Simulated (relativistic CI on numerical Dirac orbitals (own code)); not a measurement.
## Slater and spin-orbit integrals, Zn⁵⁺

These numbers are calculated, not measured: Dirac-Coulomb-Breit CI, separate exchange-only KLI orbitals for each configuration, QED by a radiative potential, valence Slater integrals scaled by 0.85, P86 correlation energy added to each configuration (own radial code, finite nucleus).

Slater integrals F^k, G^k are unscaled and averaged over j, outside the closed core [Ne]; ζ comes from projecting the Hamiltonian with its Breit term on Σ l·s of the shell.

- 3s²3p⁶3d⁷: F^2(3d,3d) = 131500, F^4(3d,3d) = 82733, ζ(3d) = 1275.5 cm⁻¹; <r>(3d) = 0.7312, <r^2>(3d) = 0.6555 (bohr units).
- 3s²3p⁶3d⁶4s: F^2(3d,3d) = 136670, F^4(3d,3d) = 86203, ζ(3d) = 1367.6, G^2(3d,4s) = 14584 cm⁻¹; <r>(3d) = 0.7079, <r^2>(3d) = 0.6118, <r>(4s) = 1.703, <r^2>(4s) = 3.262 (bohr units).
- 3s²3p⁶3d⁶4p: F^2(3d,3d) = 136950, F^4(3d,3d) = 86396, ζ(3d) = 1374.4, F^2(3d,4p) = 33306, G^1(3d,4p) = 11665, G^3(3d,4p) = 11007, ζ(4p) = 2445.9 cm⁻¹; <r>(3d) = 0.7068, <r^2>(3d) = 0.6095, <r>(4p) = 1.882, <r^2>(4p) = 3.994 (bohr units).

(1) Give the Racah parameters of the d shell in 3s²3p⁶3d⁷.

Averages of the first 10 configurations, taken without configuration mixing, which lowers the lowest level and can move excited configurations by several eV; other configurations of the list can lie among them:

| Configuration | Parity | States | Average energy above the lowest level (eV) |
| --- | --- | --- | --- |
| 3s²3p⁶3d⁷ | even | 120 | 4.0 |
| 3s²3p⁶3d⁶4s | even | 420 | 41.5 |
| 3s²3p⁶3d⁶4p | odd | 1260 | 53.4 |
| 3s²3p⁵3d⁸ | odd | 270 | 87.4 |
| 3s²3p⁶3d⁶4d | even | 2100 | 70.8 |
| 3s²3p⁶3d⁶5s | even | 420 | 77.3 |
| 3s²3p⁴3d⁹ | even | 150 | 172.7 |
| 3s²3p⁶3d⁶5p | odd | 1260 | 82.0 |
| 3s²3p⁶3d⁶4f | odd | 2940 | 84.1 |
| 3s3p⁶3d⁸ | even | 90 | 140.3 |

## Answers

(1) B = F²/49 − 5F⁴/441 = 1746 cm⁻¹ and C = 35F⁴/441 = 6566 cm⁻¹.
